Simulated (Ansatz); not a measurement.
Relaxation of GaH3 (4 atoms, charge 0, multiplicity 1), to a largest force component of 0.02 eV/Å in at most 40 steps.

Theory: Ansatz 0.2.0, RKS revPBE/def2-SVP.

```xyz
4
Properties=species:S:1:pos:R:3:forces:R:3
Ga 0.000 0.000 0.000 0.00 0.00 0.00
H 0.000 0.000 1.570 0.00 0.00 0.22
H 1.360 0.000 -0.785 0.19 0.00 -0.11
H -1.360 0.000 -0.785 -0.19 0.00 -0.11
```

Where does it end, and by what steps?

The run converged. After 2 steps the energy has fallen by 0.005 eV; H3 moved furthest, 0.02 Å.

```json
{"step": "0", "energy less start (eV)": "0.0000", "largest force component (eV/Å)": "0.216", "accepted": "yes"}
{"step": "1", "energy less start (eV)": "-0.0049", "largest force component (eV/Å)": "0.040", "accepted": "yes"}
{"step": "2", "energy less start (eV)": "-0.0051", "largest force component (eV/Å)": "0.000", "accepted": "yes"}
```

```xyz
4
Properties=species:S:1:pos:R:3
Ga 0.000 0.000 0.000
H 0.000 0.000 1.586
H 1.373 0.000 -0.793
H -1.373 0.000 -0.793
```

The run took 2.5 s on 1 thread of Arm Neoverse V1, with other jobs on the host, peak memory 0.087 GiB.
